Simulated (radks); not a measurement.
Isoelectronic series with 12 electrons, all held in the configuration [Ne] 3s2, which need not be the ground one along the series. All-electron calculation, Dirac Kohn-Sham, PBEsol, spin-unpolarised, spherical densities, finite nucleus; Fermi nuclear charge, rms radius of each element as measured or else 0.836 A^(1/3) + 0.57 fm. Program: a radial shooting solver on a logarithmic mesh with Libxc functionals. Total energies (hartree) and orbital eigenvalues (hartree):

| ion | E (hartree) | 3s1/2 | 2p3/2 | 2p1/2 | 2s1/2 |
|---|---|---|---|---|---|
| Mg | -199.84041 | -0.17196 | -1.70700 | -1.71757 | -2.92481 |
| Si2+ | -288.42869 | -1.04693 | -4.28248 | -4.30632 | -5.89483 |
| S4+ | -394.18996 | -2.41993 | -7.91963 | -7.96650 | -9.94406 |
| Ar6+ | -517.13817 | -4.26087 | -12.57970 | -12.66330 | -15.03498 |
| Ca8+ | -657.32952 | -6.56196 | -18.25176 | -18.39042 | -21.16036 |
| Ti10+ | -814.84055 | -9.32109 | -24.93147 | -25.14888 | -28.32096 |
| Cr12+ | -989.76307 | -12.53847 | -32.61703 | -32.94298 | -36.52111 |
| Fe14+ | -1182.20196 | -16.21553 | -41.30785 | -41.77898 | -45.76728 |
| Ni16+ | -1392.27519 | -20.35449 | -51.00406 | -51.66468 | -56.06757 |
| Zn18+ | -1620.11261 | -24.95817 | -61.70626 | -62.60917 | -67.43138 |
| Ge20+ | -1865.85776 | -30.02991 | -73.41539 | -74.62277 | -79.86941 |
| Se22+ | -2129.66775 | -35.57349 | -86.13268 | -87.71697 | -93.39361 |
| Kr24+ | -2411.71274 | -41.59318 | -99.85957 | -101.9045 | -108.0171 |
| Sr26+ | -2712.17748 | -48.09364 | -114.5977 | -117.1992 | -123.7543 |
| Zr28+ | -3031.26137 | -55.08001 | -130.3491 | -133.6164 | -140.6209 |
| Mo30+ | -3369.17764 | -62.55787 | -147.1156 | -151.1725 | -158.6337 |
| Ru32+ | -3726.16144 | -70.53331 | -164.8996 | -169.8856 | -177.8116 |
| Pd34+ | -4102.46171 | -79.01289 | -183.7034 | -189.7749 | -198.1742 |
| Cd36+ | -4498.34464 | -88.00368 | -203.5296 | -210.8614 | -219.7432 |
| Sn38+ | -4914.10080 | -97.51335 | -224.3809 | -233.1677 | -242.5418 |
| Te40+ | -5350.03372 | -107.5501 | -246.2604 | -256.7183 | -266.5948 |
| Xe42+ | -5806.48129 | -118.1227 | -269.1710 | -281.5393 | -291.9295 |
